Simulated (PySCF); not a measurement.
From one molecule to another.

First species: C₄H₉F₃OSi₂.
Structure used (GFN2-xTB), in Å, numbered top down from 1:
```
atom  x, y, z in Å
C1    -0.6355   -2.5123    0.3537
C2    -1.1484   -1.3593    0.7647
Si3   -0.1546    0.2182    0.9907
C4     0.0009    1.2086   -0.6413
O5     0.5645    0.4525   -1.6771
Si6    2.0752   -0.0829   -1.8826
C7    -1.2320    1.3677    2.1413
F8    -1.4757    0.8252    3.3500
F9    -2.4411    1.6508    1.6124
F10   -0.6430    2.5582    2.3791
H11    0.4158   -2.6244    0.1475
H12   -1.2431   -3.3910    0.2051
H13   -2.2164   -1.3123    0.9549
H14    1.1212    0.0844    1.6995
H15   -0.9913    1.5223   -0.9897
H16    0.5911    2.1209   -0.4875
H17    3.0408    1.0193   -1.8693
H18    2.4547   -1.0223   -0.8189
H19    1.9069   -0.7144   -3.1792
```

Second species: C6H12F3P.
SMILES: `P(CC(C)C)CC(F)(F)F`

Levels: PBE0/pcSseg-1 for dipole moment, HOMO energy, LUMO energy and HOMO–LUMO gap; GFN2-xTB for rotational constant A and rotational constant C. Geometries: GFN2-xTB. Each species is one conformer at its optimised geometry, gas phase, non-relativistic unless stated; the electronic structure was computed with PySCF and density fitting.

Dipoles, sizes and rotational constants follow the conformer. The torsions of the flexible species, by atom-mapped SMILES:
- `[CH2:1]=[CH:2][Si@@H:3]([CH2:4][O:5][SiH3:6])[C:7]([F:8])([F:9])[F:10]`: C1–C2–Si3–C4 86°, C2–Si3–C4–O5 -56°, Si3–C4–O5–Si6 -70°, C2–Si3–C7–F8 61°
- `[CH3:1][CH:2]([CH3:3])[CH2:4][PH:5][CH2:6][C:7]([F:8])([F:9])[F:10]`: C1–C2–C4–P5 176°, C2–C4–P5–C6 179°, C4–P5–C6–C7 82°, P5–C6–C7–F8 162°

```tsv
property	column X	column Y
dipole moment	2.44 D	2.73 D
HOMO energy	-7.82 eV	-7.32 eV
LUMO energy	-0.92 eV	0.55 eV
HOMO–LUMO gap	6.90 eV	7.87 eV
rotational constant A	1.471 GHz	2.313 GHz
rotational constant C	0.442 GHz	0.465 GHz
```

Question: Which column belongs to which species?

Answer: Column X is the first species and column Y the second. The first has 19 atoms and 96 electrons, the second 22 and 90.

Question: How does each property change from the first species to the second?

Answer: dipole moment +0.29 D; HOMO energy +0.50 eV; LUMO energy +1.47 eV; HOMO–LUMO gap +0.97 eV; rotational constant A +0.842 GHz; rotational constant C +0.023 GHz.

On the first: In atomic units the dipole is 0.96 e·bohr (1 au = 2.5417 D). GFN2-xTB frequencies show an imaginary mode (26i cm⁻¹), so this geometry is no minimum at that level.

On the second: A dipole of 2.73 D is allowed in C1, and pure rotational transitions are dipole-allowed. The dipole equals about 9.1 × 10⁻³⁰ C·m (1 D = 3.33564 × 10⁻³⁰ C·m).
